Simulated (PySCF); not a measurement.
C₆H₆N, doublet, at a GFN2-xTB geometry, atoms displaced at random by about 0.03 Å a coordinate; TPSS/STO-3G, gradient in PySCF.

Here is a job for PySCF.
```python
from pyscf import gto, scf, dft

mol = gto.Mole()
mol.atom = '''
    C    -2.35877172    0.05038401   -0.06890329
    C    -0.88727833    0.02672751   -0.03996704
    C    -0.08346610    0.83843290    0.81332494
    C     1.26605673    0.76782263    0.75893348
    C     1.88562371   -0.19521609   -0.07853958
    C     0.99444338   -0.92788255   -0.85899329
    N    -0.20791801   -0.83812700   -0.83592087
    H    -2.77346799   -0.44208371    0.77802327
    H    -2.64065237    1.09024171   -0.10183861
    H    -2.65251401   -0.44993337   -0.96847073
    H    -0.61491741    1.51802346    1.46118914
    H     1.87382251    1.35973127    1.38977768
    H     2.95811766   -0.29925546   -0.08921717
'''
mol.basis = 'sto-3g'
mol.spin = 1
mol.verbose = 3
mol.build()

mf = dft.UKS(mol)
mf.xc = 'tpss'
mf.kernel()
g = mf.nuc_grad_method()
grad = g.kernel()
```

What does PySCF print? Leave out banner, timings and long lists.


```
converged SCF energy = -283.441326827393  <S^2> = 0.75305317  2S+1 = 2.0030508
--------------- UKS gradients ---------------
         x                y                z
0 C     0.0028170859    -0.0132485126     0.0132080832
1 C    -0.0347326004    -0.0214206817    -0.0357423631
2 C     0.0691510947     0.0017392034     0.0118862656
3 C    -0.0461589001     0.0312345586     0.0171737789
4 C     0.0013429878    -0.0215435418    -0.0137938603
5 C    -0.1971103250     0.0365501263     0.0201227106
6 N     0.1901949889     0.0162686956     0.0308577650
7 H     0.0177181231     0.0138821931    -0.0287642546
8 H     0.0180782184    -0.0186527623    -0.0016548680
9 H     0.0159612034     0.0118634150     0.0216035062
10 H     0.0045061641    -0.0146898216    -0.0135080143
11 H    -0.0219616622    -0.0251609071    -0.0241256348
12 H    -0.0198094438     0.0031598773     0.0027248575
----------------------------------------------
```
